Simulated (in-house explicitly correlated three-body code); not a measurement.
Computed with an exponentially correlated three-body code. Model: two electrons around a point charge, non-relativistic, variational in 260 exponentially correlated functions (energies converged to about 1e-7 hartree, or 1e-8 relative for large Z).

For two electrons in a singlet the Kohn-Sham orbital is the square root of half the density, so the exact Kohn-Sham potential and energy parts follow from the density alone, and exchange is minus half the Hartree energy. The Kohn-Sham level equals minus the binding energy of the second electron.

Command:
```bash
python run_hyl.py task.json out
```
Settings (lengths in bohr, energies in hartree):
```
Z                      4.4
interaction_strength   1
functions              260
states_tried           13
```

Time taken, with all properties: 52 s on 1 thread of Intel(R) Xeon(R) Platinum 8259CL CPU @ 2.50GHz (Skylake/Cascade Lake), on a shared host.

**Those bound S and P states to n = 4 that converged, binding against the one-electron ion.**

Given: nuclear charge 4.4.

Computed: one-electron threshold -9.68 hartree.

```json
{"term": "1 1S", "energy (hartree)": "-16.7657493", "binding (eV)": "192.81", "quantum defect": "0.096827"}
{"term": "2 3S", "energy (hartree)": "-11.321837", "binding (eV)": "44.677", "quantum defect": "0.12371"}
{"term": "2 1S", "energy (hartree)": "-11.1923628", "binding (eV)": "41.153", "quantum defect": "0.045049"}
{"term": "2 3P", "energy (hartree)": "-11.1841695", "binding (eV)": "40.931", "quantum defect": "0.039732"}
{"term": "2 1P", "energy (hartree)": "-11.1074517", "binding (eV)": "38.843", "quantum defect": "-0.012256"}
{"term": "3 3S", "energy (hartree)": "-10.3760821", "binding (eV)": "18.941", "quantum defect": "0.1184"}
{"term": "3 1S", "energy (hartree)": "-10.3418508", "binding (eV)": "18.01", "quantum defect": "0.04482"}
{"term": "3 3P", "energy (hartree)": "-10.339441", "binding (eV)": "17.944", "quantum defect": "0.039426"}
{"term": "3 1P", "energy (hartree)": "?", "binding (eV)": "?", "quantum defect": "?"}
{"term": "4 3S", "energy (hartree)": "-10.0633033", "binding (eV)": "10.43", "quantum defect": "0.11677"}
{"term": "4 1S", "energy (hartree)": "-10.0494854", "binding (eV)": "10.054", "quantum defect": "0.044829"}
{"term": "4 3P", "energy (hartree)": "?", "binding (eV)": "?", "quantum defect": "?"}
{"term": "4 1P", "energy (hartree)": "-10.0392532", "binding (eV)": "9.7758", "quantum defect": "-0.011101"}
```

(1) What belongs in the row 3 1P?

(2) What belongs in the row 4 3P?

**Converged states only, values per electron or pair.**

| term | mean r (bohr) | mean r squared (bohr²) | mean inverse r (1/bohr) | mean r12 (bohr) | mean inverse r12 (1/bohr) | mean cosine | mean p1 dot p2 (bohr⁻²) | delta r1 (bohr⁻³) | delta r12 (bohr⁻³) |
| --- | --- | --- | --- | --- | --- | --- | --- | --- | --- |
| 1 1S | 0.37303 | 0.18786 | 4.0877 | 0.55593 | 2.4403 | -0.029992 | 0.47336 | 23.25 | 2.1295 |
| 2 3S | 0.95437 | 1.5087 | 2.6559 | 1.6214 | 0.72789 | -0.0093875 | 0.032392 | 14.647 | - |
| 2 1S | 1.0155 | 1.7425 | 2.6343 | 1.7299 | 0.79742 | -0.012479 | 0.038888 | 14.516 | 0.31086 |
| 2 3P | 0.87097 | 1.2596 | 2.6366 | 1.4722 | 0.83341 | -0.063955 | -0.91067 | 13.381 | - |
| 2 1P | 0.91654 | 1.412 | 2.6208 | 1.5244 | 0.84795 | 0.026817 | 0.81488 | 13.591 | 0.063528 |
| 3 3S | 2.0066 | 7.7324 | 2.3975 | 3.6944 | 0.3459 | -0.0029548 | 0.0092232 | 13.861 | - |
| 3 1S | ? | ? | ? | ? | ? | ? | ? | ? | ? |
| 3 3P | 1.9571 | 7.4387 | 2.3922 | 3.5996 | 0.37223 | -0.016373 | -0.22257 | 13.512 | - |
| 3 1P | 2.0232 | 7.9863 | 2.3878 | 3.7222 | 0.37812 | 0.0069851 | 0.22418 | 13.564 | 0.021199 |
| 4 3S | 3.5001 | 25.017 | 2.3098 | 6.6712 | 0.19976 | -0.0012549 | 0.0038039 | 13.681 | - |
| 4 1S | ? | ? | ? | ? | ? | ? | ? | ? | ? |
| 4 3P | 3.4841 | 24.994 | 2.3076 | 6.641 | 0.21011 | -0.0065604 | -0.087704 | 13.539 | - |
| 4 1P | 3.5717 | 26.322 | 2.3058 | 6.8124 | 0.21277 | 0.0028052 | 0.091989 | 13.56 | 0.0092759 |

(3) What belongs in the row 3 1S?

(4) What belongs in the row 4 1S?

**Exact Kohn-Sham parts of the ground state from its density.**

Computed: total energy -16.7657493 hartree; Kohn-Sham kinetic 16.724 hartree; Hartree energy 5.0535 hartree; exchange energy -2.5268 hartree; kinetic part of the DFT correlation energy 0.041941 hartree; potential part of the DFT correlation energy -0.086426 hartree; exact minus restricted Hartree-Fock -0.04448 hartree; Kohn-Sham level -192.81 eV; dipole polarisability 0.034315 bohr³; C6 of two such species 0.0059805 hartree·bohr⁶.

(5) What is the restricted Hartree-Fock level?

(6) What is the DFT correlation energy?

**Density and exact potentials over r, pair density (one pair, times 4 pi r12^2) and exact minus Kohn-Sham pair density over r12.**

```
radius (bohr)  radial density (electrons/bohr)  exchange potential (hartree)  intracule density (1/bohr)  Coulomb hole against Kohn-Sham (1/bohr)  correlation potential (hartree)
       0.0473                          0.86416                       -3.9988                    0.060946                                 -0.01335                           -0.038
       0.0549                           1.0897                       -3.9717                    0.081912                                  -0.0173                           -0.035
       0.0638                           1.3623                       -3.9367                     0.11013                                 -0.02228                           -0.031
       0.0741                            1.681                       -3.8924                     0.14748                                 -0.02837                           -0.026
       0.0861                           2.0463                       -3.8365                     0.19686                                 -0.03569                           -0.021
          0.1                           2.4493                       -3.7671                     0.26112                                 -0.04414                           -0.015
        0.116                           2.8735                       -3.6827                     0.34308                                 -0.05341                           -0.008
        0.135                           3.3097                       -3.5779                     0.44904                                 -0.06322                                0
        0.157                            3.714                       -3.4531                     0.57952                                  -0.0723                            0.007
        0.182                           4.0418                         -3.31                      0.7321                                 -0.07904                            0.013
        0.212                                ?                             ?                           ?                                        ?                                ?
        0.246                            4.327                       -2.9528                      1.1022                                 -0.07822                            0.022
        0.286                           4.2032                       -2.7446                      1.2919                                 -0.06666                            0.023
        0.332                                ?                             ?                           ?                                        ?                                ?
        0.386                           3.3873                       -2.2912                      1.5586                                 -0.02076                            0.019
        0.448                           2.7691                       -2.0583                      1.5754                                 0.007003                            0.015
         0.52                           2.0987                       -1.8291                       1.485                                  0.03038                            0.011
        0.605                           1.4481                       -1.6067                       1.284                                   0.0437                            0.007
        0.702                           0.9086                       -1.4037                      1.0075                                   0.0441                            0.004
        0.816                          0.50333                       -1.2172                     0.70003                                  0.03418                            0.002
        0.948                          0.24334                        -1.052                     0.42341                                  0.02023                            0.002
          1.1                          0.10103                      -0.90822                      0.2187                                 0.008574                            0.001
```

(7) What belongs in the row 0.212?

(8) What belongs in the row 0.332?

Results:

(1) energy (hartree): -10.3173435; binding (eV): 17.343; quantum defect: -0.01146.

(2) energy (hartree): -10.0484505; binding (eV): 10.026; quantum defect: 0.039278.

(3) mean r (bohr): 2.0973; mean r squared (bohr²): 8.5138; mean inverse r (1/bohr): 2.3918; mean r12 (bohr): 3.8724; mean inverse r12 (1/bohr): 0.36401; mean cosine: -0.0039597; mean p1 dot p2 (bohr⁻²): 0.011733; delta r1 (bohr⁻³): 13.834; delta r12 (bohr⁻³): 0.091254.

(4) mean r (bohr): 3.6213; mean r squared (bohr²): 26.877; mean inverse r (1/bohr): 2.3075; mean r12 (bohr): 6.9124; mean inverse r12 (1/bohr): 0.20694; mean cosine: -0.0016983; mean p1 dot p2 (bohr⁻²): 0.0049637; delta r1 (bohr⁻³): 13.673; delta r12 (bohr⁻³): 0.038175.

(5) -193.12 eV.

(6) -0.044485 hartree.

(7) radial density (electrons/bohr): 4.2647; exchange potential (hartree): -3.1398; intracule density (1/bohr): 0.91251; Coulomb hole against Kohn-Sham (1/bohr): -0.08178; correlation potential (hartree): 0.019.

(8) radial density (electrons/bohr): 3.8857; exchange potential (hartree): -2.5238; intracule density (1/bohr): 1.4532; Coulomb hole against Kohn-Sham (1/bohr): -0.04701; correlation potential (hartree): 0.022.
